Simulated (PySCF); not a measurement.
Ga(H)(Br)(OMe) (CH₄BrGaO), SMILES C[O][GaH][Br].

Geometry optimised at TPSSh-D3(BJ)/def2-SVP. The structure was generated by enumeration; whether it is a known compound was not checked. The values are those of a single conformer.

Calculation: PySCF 2.14.0 with TPSSh-D3(BJ)/def2-SVP.

Frequencies are harmonic and unscaled.

| mode | ν (cm⁻¹) | IR (km/mol) | moving atoms (share of kinetic energy) |
|---|---|---|---|
| 1 | 87 | 0.3 | H 97 % |
| 2 | 99 | 3.7 | C 41 %, Br 24 %, H 17 %, Ga 15 % |
| 3 | 139 | 13.2 | O 60 %, H 19 %, C 11 %, Ga 8 % |
| 4 | 264 | 3.0 | O 40 %, C 19 %, H 16 %, Ga 15 %, Br 10 % |
| 5 | 301 | 37.4 | Ga 51 %, Br 40 % |
| 6 | 441 | 39.0 | H 93 % |
| 7 | 583 | 117.5 | H 96 % |
| 8 | 621 | 60.2 | O 54 %, Ga 22 %, C 16 % |
| 9 | 1118 | 198.6 | O 49 %, C 40 %, H 11 % |
| 10 | 1177 | 0.2 | H 78 %, C 18 % |
| 11 | 1197 | 16.6 | H 67 %, C 20 %, O 13 % |
| 12 | 1477 | 21.4 | H 88 %, C 10 % |
| 13 | 1491 | 0.5 | H 96 % |
| 14 | 1494 | 2.3 | H 96 % |
| 15 | 2067 | 99.6 | H 99 % |
| 16 | 2996 | 79.1 | H 98 % |
| 17 | 3079 | 34.5 | H 90 %, C 10 % |
| 18 | 3086 | 36.7 | H 90 %, C 10 % |
